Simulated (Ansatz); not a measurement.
`N[SiH2]B(O)O` + `CO[SiH3]` → `OB(O)[SiH3]` + `CO[SiH2]N`  (redistribution)

Gas-phase electronic energies from Ansatz, PBE0-D4/def2-TZVP geometries. CCSD(T)/CBS is the MP2 limit (def2-TZVPP, def2-QZVPP) plus CCSD(T) − MP2 in def2-TZVPP, frozen cores. This one scheme is used for every species. DFT in def2-TZVPP. B3LYP here is the variant with VWN-RPA as its local correlation; programs differ in this. One conformer a species, not always the lowest.

```json
{"level": "PBE-D4", "ΔE (kJ/mol)": "-15.2", "difference from CCSD(T)/CBS": "3.1"}
{"level": "r2SCAN-D4", "ΔE (kJ/mol)": "-15.9", "difference from CCSD(T)/CBS": "2.4"}
{"level": "B3LYP-D4", "ΔE (kJ/mol)": "-18.0", "difference from CCSD(T)/CBS": "0.3"}
{"level": "ωB97M-V", "ΔE (kJ/mol)": "-17.4", "difference from CCSD(T)/CBS": "0.9"}
{"level": "B2PLYP", "ΔE (kJ/mol)": "-18.4", "difference from CCSD(T)/CBS": "-0.1"}
{"level": "r2SCAN", "ΔE (kJ/mol)": "-16.0", "difference from CCSD(T)/CBS": "2.3"}
{"level": "PBE0", "ΔE (kJ/mol)": "-16.9", "difference from CCSD(T)/CBS": "1.4"}
{"level": "MP2/def2-TZVPP", "ΔE (kJ/mol)": "-16.6", "difference from CCSD(T)/CBS": "1.7"}
{"level": "SCS-MP2/def2-TZVPP", "ΔE (kJ/mol)": "-16.3", "difference from CCSD(T)/CBS": "2.0"}
{"level": "CCSD/def2-TZVPP", "ΔE (kJ/mol)": "-18.4", "difference from CCSD(T)/CBS": "-0.1"}
{"level": "HF/def2-QZVPP", "ΔE (kJ/mol)": "-22.8", "difference from CCSD(T)/CBS": "-4.5"}
{"level": "MP2/def2-QZVPP", "ΔE (kJ/mol)": "-17.2", "difference from CCSD(T)/CBS": "1.1"}
{"level": "SCS-MP2/def2-QZVPP", "ΔE (kJ/mol)": "-16.9", "difference from CCSD(T)/CBS": "1.4"}
{"level": "HF/CBS(def2)", "ΔE (kJ/mol)": "-22.8", "difference from CCSD(T)/CBS": "-4.5"}
{"level": "MP2/CBS(def2)", "ΔE (kJ/mol)": "-17.5", "difference from CCSD(T)/CBS": "0.8"}
{"level": "CCSD/CBS(def2)", "ΔE (kJ/mol)": "-19.3", "difference from CCSD(T)/CBS": "-1.0"}
{"level": "CCSD(T)/CBS", "ΔE (kJ/mol)": "-18.3", "difference from CCSD(T)/CBS": "0"}
```

Largest T1 diagnostic among the species: 0.014.

In def2-TZVPP, CCSD(T) changes the Hartree–Fock value by +5.0 kJ/mol (the triples alone add +1.0 kJ/mol) and MP2 by +5.8 kJ/mol.

CCSD(T)/CBS has its own doubt, a few kJ/mol and more with outer-core shells, so smaller differences from it don't rank the levels.
